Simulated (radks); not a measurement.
Charge is removed step by step from the 3s level of P, starting from [Ne] 3s2 3p3. Calculated with a radial shooting solver on a logarithmic mesh with Libxc functionals: scalar-relativistic Kohn-Sham, BLYP, spin-unpolarised, spherical densities, point nucleus.

| removed (e) | E - E(0) (eV) | eigenvalue (eV) | E minus straight line (eV) |
|---|---|---|---|
| 0 | 0.000 | -13.833 | 0.000 |
| 0.125 | 1.801 | -14.994 | -0.537 |
| 0.25 | 3.750 | -16.185 | -0.927 |
| 0.375 | 5.849 | -17.403 | -1.167 |
| 0.5 | 8.101 | -18.645 | -1.253 |
| 0.625 | 10.511 | -19.911 | -1.182 |
| 0.75 | 13.080 | -21.199 | -0.951 |
| 0.875 | 15.811 | -22.509 | -0.558 |
| 1 | 18.708 | -23.838 | 0.000 |

Removing the whole electron costs 18.708 eV by Delta-SCF, against 13.833 eV from minus the eigenvalue at the starting occupation. Slater's transition state (half an electron removed) gives 18.645 eV. Integrating minus the eigenvalue over the occupation (Janak's theorem) gives 18.708 eV. In this scalar-relativistic scheme the density is built from large components alone, so the theorem holds only approximately. The mean slope of the eigenvalue, de/dn, is 10.0 eV per electron.
